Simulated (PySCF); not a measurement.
Vertical excitations of a molecule C3H4ClF from TDDFT-PBE/def2-SVPD (PySCF), as energy in eV (oscillator strength): 5.77 (0.000), 6.05 (0.000), 6.57 (0.357), 6.90 (0.000), 7.13 (0.000), 7.31 (0.001), 7.87 (0.000), 7.92 (0.034), 7.93 (0.019), 8.02 (0.018). Lowest triplet (TDA): 4.25 eV. Geometry: B3LYP-D3(BJ)/def2-SVP. The values are those of a single conformer.

Task: Which structure fits?
A) FC1(Cl)CC1
B) C/C(F)=C\Cl
C) F[C@@H]1C[C@H]1Cl
D) C/C=C(\F)Cl

Result: D, C/C=C(\F)Cl
